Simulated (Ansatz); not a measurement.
(BeO)4 cube (Be4O4). Total charge 0; singlet. Geometry B3LYP-D4/def2-SVP, basis def2-TZVP, Ansatz.

| run | HOMO (eV) | LUMO (eV) |
| --- | --- | --- |
| A | -7.04 | -2.15 |
| B | -9.84 | -1.08 |
| C | -7.08 | -2.88 |
| D | -10.79 | -0.07 |
| E | -7.09 | -2.49 |
| F | -7.63 | -1.89 |

**Question.** The runs used B97M-V, CAM-B3LYP, LDA (SPW92), r2SCAN, r2SCANh, ωB97X-V. Estimate which is which.

**Answer.** A r2SCAN (0 % exact exchange); B CAM-B3LYP (range-separated); C LDA (SPW92) (0 % exact exchange); D ωB97X-V (range-separated); E B97M-V (0 % exact exchange); F r2SCANh (10 % exact exchange). Exact exchange lowers occupied and raises empty levels; among semilocal functionals meta-GGAs tend to open the gap a little, and such runs are hard to tell apart. The gap grows from 4.21 eV (LDA (SPW92)) to 10.72 eV (ωB97X-V).
